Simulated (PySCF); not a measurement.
silanone (H2OSi), SMILES [SiH2]=O.

The structure is a stationary point at B3LYP-D3(BJ)/def2-TZVP.

Computed with ωB97X/def2-TZVPD in PySCF.

Isolated molecule, no solvent.

Problem. Estimate the frontier levels, gap, dipole moment and polarisability. (Estimate from the structure and the level; the computed values follow.)

Solution. 
The highest occupied level is -10.73 eV and the lowest empty level is -0.17 eV. The orbital gap is 10.56 eV and the dipole moment is 3.95 D. The quadrupole, principal values (traceless, Buckingham form, about the centre of nuclear charge) comes out as -4.19, 0.37, 3.82 D·Å, the mean static polarisability is 30.1 bohr³ (4.46 Å³) and the polarisability, principal values is 25.2, 30.3, 34.7 bohr³.
